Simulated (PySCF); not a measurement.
ClH₃Sn. Atoms are numbered in the order given.

```xyz
5

Sn     0.0000     0.0000     0.5521
Cl     0.0000     0.0000    -1.8043
H     -1.4188    -0.8191     1.0225
H      0.0000     1.6382     1.0225
H      1.4188    -0.8191     1.0225
```

Geometry: B3LYP-D3(BJ)/def2-TZVP. The def2 effective core potentials stand for the cores of Sn; spin–orbit coupling is left out.

All values below come from C-PCM-PBE0/def2-SVP (PySCF 2.14.0).

The values are the electrostatic part of the solvation free energy, E(continuum) − E(gas) at the gas-phase geometry, in a cavity of scaled van der Waals radii (PySCF's table); cavitation and dispersion terms are not included. A continuum can't describe solvent molecules that bind to the metal. In vacuum the orbital gap is 7.68 eV. The dipole moment in vacuum is 2.59 D.

| solvent | ε | ΔG(elec) (kcal/mol) | dipole (D) | gap (eV) |
|---|---|---|---|---|
| water | 78.36 | -2.7 | 3.36 | 7.97 |
| tetrahydrofuran | 7.43 | -2.3 | 3.24 | 7.94 |
| ethylethanoate | 5.99 | -2.2 | 3.21 | 7.93 |
